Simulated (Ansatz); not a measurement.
Ti6O22H20⁺. Total charge 1; doublet. Geometry PBE-D4/def2-SVP, that of the neutral singlet; atoms count from 1.

| atom | x (Å) | y (Å) | z (Å) |
| --- | --- | --- | --- |
| Ti1 | 2.4678 | -0.7501 | -0.5647 |
| Ti2 | -2.4404 | -0.0812 | 0.6670 |
| Ti3 | 0.5974 | -1.2115 | 2.2620 |
| Ti4 | -0.6306 | -2.3881 | -0.9133 |
| Ti5 | 0.2694 | 2.3660 | 1.6787 |
| Ti6 | -0.0780 | 1.0285 | -1.8026 |
| O7 | -0.9495 | -4.1718 | -0.8351 |
| O8 | -2.3867 | -1.9111 | -0.1295 |
| O9 | -0.7516 | -2.1237 | -2.6471 |
| O10 | 1.4368 | -2.5113 | -0.8983 |
| O11 | -3.9370 | -0.3953 | 1.6456 |
| O12 | 1.2281 | -1.9270 | 3.7836 |
| O13 | -1.3144 | -0.8428 | 2.3140 |
| O14 | 2.0251 | -0.8892 | 1.2196 |
| O15 | 0.0456 | -2.7253 | 1.2087 |
| O16 | -3.1507 | 0.8865 | -0.6023 |
| O17 | -0.4708 | -0.2418 | -0.4973 |
| O18 | -1.6847 | 2.1171 | -2.1887 |
| O19 | -0.7209 | 0.2540 | -3.4203 |
| O20 | 1.5431 | -0.2760 | -2.2803 |
| O21 | 4.0771 | -1.4853 | -0.8842 |
| O22 | 1.3518 | 2.2767 | -2.2776 |
| O23 | -1.6421 | 1.5944 | 1.5511 |
| O24 | 0.5823 | 0.7843 | 2.8875 |
| O25 | -0.1395 | 3.8728 | 2.5626 |
| O26 | -0.0289 | 2.5784 | -0.2474 |
| O27 | 2.8247 | 1.0649 | -0.5223 |
| O28 | 2.0155 | 2.4767 | 1.4371 |
| H29 | -0.9241 | -4.5592 | 0.0620 |
| H30 | -2.9078 | -2.5971 | 0.3236 |
| H31 | -0.8649 | -1.2081 | -3.1206 |
| H32 | 1.7839 | -3.0691 | -1.6203 |
| H33 | -4.7671 | -0.0497 | 1.2659 |
| H34 | 0.6338 | -2.2865 | 4.4687 |
| H35 | -1.4435 | -0.1015 | 2.9444 |
| H36 | 0.8912 | -3.1110 | 0.8744 |
| H37 | -2.6632 | 1.4389 | -1.3539 |
| H38 | -1.5521 | 2.9280 | -1.6562 |
| H39 | -1.5117 | 0.7528 | -3.7103 |
| H40 | 1.1285 | -1.0706 | -2.6798 |
| H41 | 4.8598 | -0.9334 | -1.0621 |
| H42 | 1.7259 | 2.0076 | -3.1397 |
| H43 | -2.1806 | 2.3251 | 1.1853 |
| H44 | 1.5028 | 0.9158 | 3.1980 |
| H45 | 0.5152 | 4.5733 | 2.7409 |
| H46 | 0.6717 | 3.1165 | -0.6803 |
| H47 | 2.4457 | 1.6399 | -1.2744 |
| H48 | 2.5176 | 1.9195 | 0.7277 |

Single mean-field runs in def2-SVP are fitted with def2-universal-jkfit.

Question: Estimate the Mulliken populations of the heavy atoms from the PBE0/def2-SVP orbitals of Ansatz.

Answer: 
```tsv
atom	charge (e)	spin (α − β)	d electrons
Ti1	1.11	-0.03	2.04
Ti2	1.03	-0.05	2.04
Ti3	1.08	-0.02	2.06
Ti4	1.03	-0.02	2.06
Ti5	1.07	-0.02	2.06
Ti6	0.85	-0.09	2.07
O7	-0.38	0.01	–
O8	-0.47	0.00	–
O9	-0.45	0.02	–
O10	-0.51	0.05	–
O11	-0.38	0.05	–
O12	-0.41	0.03	–
O13	-0.47	0.00	–
O14	-0.61	0.02	–
O15	-0.46	0.06	–
O16	-0.42	0.18	–
O17	-0.66	0.11	–
O18	-0.39	0.23	–
O19	-0.43	0.03	–
O20	-0.47	0.03	–
O21	-0.41	0.03	–
O22	-0.40	0.24	–
O23	-0.50	0.00	–
O24	-0.50	0.02	–
O25	-0.42	0.01	–
O26	-0.50	0.05	–
O27	-0.51	0.04	–
O28	-0.43	0.05	–
```
Mulliken values depend strongly on the basis.

Question: Where does the spin sit?

Answer: Summed by element: Ti -0.24, O 1.28, H -0.04, of 1 unpaired in all. Largest on single atoms: O22 0.24, O18 0.23, O16 0.18.

Question: And the Mayer bond orders between heavy atoms (over 0.3)?

Answer: Ti1–O10 0.54 (2.07 Å); Ti1–O14 0.95 (1.84 Å); Ti1–O20 0.66 (2.01 Å); Ti1–O21 1.24 (1.80 Å); Ti1–O27 0.99 (1.85 Å); Ti2–O8 0.63 (2.00 Å); Ti2–O11 1.26 (1.82 Å); Ti2–O13 0.49 (2.14 Å); Ti2–O16 1.25 (1.75 Å); Ti2–O17 0.33 (2.29 Å); Ti2–O23 0.63 (2.06 Å); Ti3–O12 1.24 (1.80 Å); Ti3–O13 0.76 (1.95 Å); Ti3–O14 1.09 (1.80 Å); Ti3–O15 0.80 (1.92 Å); Ti3–O24 0.55 (2.09 Å); Ti4–O7 1.27 (1.81 Å); Ti4–O8 0.62 (1.98 Å); Ti4–O9 1.31 (1.76 Å); Ti4–O10 0.56 (2.07 Å); Ti4–O15 0.40 (2.25 Å); Ti4–O17 0.41 (2.19 Å); Ti5–O23 0.57 (2.07 Å); Ti5–O24 0.65 (2.02 Å); Ti5–O25 1.26 (1.79 Å); Ti5–O26 0.67 (1.96 Å); Ti5–O28 1.36 (1.77 Å); Ti6–O17 1.09 (1.86 Å); Ti6–O18 0.78 (1.98 Å); Ti6–O19 1.03 (1.91 Å); Ti6–O20 0.55 (2.13 Å); Ti6–O22 0.85 (1.96 Å); Ti6–O26 0.48 (2.20 Å).
